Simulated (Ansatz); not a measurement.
C$_{3}$H$_{6}$AlF (`C=C[CH2][AlH][F]`). Charge 0, multiplicity 1. Geometry: relaxed with PBE0-D4/def2-TZVP. It is one conformer, not always the lowest.

```xyz
11

C     0.640    0.563   -1.151
C    -0.189   -0.447   -0.778
C    -0.057   -1.221    0.455
Al   -0.360    0.629    1.135
F    -1.911    1.208    1.218
H     1.627    0.682   -0.712
H     0.392    1.206   -1.985
H    -1.145   -0.518   -1.295
H    -0.774   -2.022    0.586
H     0.961   -1.505    0.720
H     0.816    1.425    1.808
```

Problem. What is the dipole moment at r2SCAN/def2-TZVPP? (An estimate is asked.)

Solution. Ansatz gave: 2.24 D, with components (1.22, -1.38, -1.28) D in this frame, pointing from negative to positive charge.

Problem. And with PBE, B3LYP, ωB97M-V? (An estimate is asked.)

Solution. Ansatz gave: PBE 2.20 D, B3LYP 2.25 D, ωB97M-V 2.25 D.

Problem. Give the Mulliken charges with r2SCAN, ωB97M-V, PBE in def2-TZVPP. (Estimate.)

Solution. The calculation gave: 
```json
{"atom": "C1", "r2SCAN": "-0.27", "ωB97M-V": "-0.28", "PBE": "-0.26"}
{"atom": "C2", "r2SCAN": "0.04", "ωB97M-V": "-0.02", "PBE": "-0.02"}
{"atom": "C3", "r2SCAN": "-0.35", "ωB97M-V": "-0.41", "PBE": "-0.30"}
{"atom": "Al4", "r2SCAN": "0.63", "ωB97M-V": "0.56", "PBE": "0.50"}
{"atom": "F5", "r2SCAN": "-0.37", "ωB97M-V": "-0.36", "PBE": "-0.33"}
{"atom": "H6", "r2SCAN": "0.12", "ωB97M-V": "0.14", "PBE": "0.13"}
{"atom": "H7", "r2SCAN": "0.10", "ωB97M-V": "0.12", "PBE": "0.11"}
{"atom": "H8", "r2SCAN": "0.09", "ωB97M-V": "0.13", "PBE": "0.11"}
{"atom": "H9", "r2SCAN": "0.08", "ωB97M-V": "0.11", "PBE": "0.09"}
{"atom": "H10", "r2SCAN": "0.08", "ωB97M-V": "0.12", "PBE": "0.09"}
{"atom": "H11", "r2SCAN": "-0.15", "ωB97M-V": "-0.11", "PBE": "-0.12"}
```

B3LYP here is the variant with VWN-RPA as its local correlation; programs differ in this.
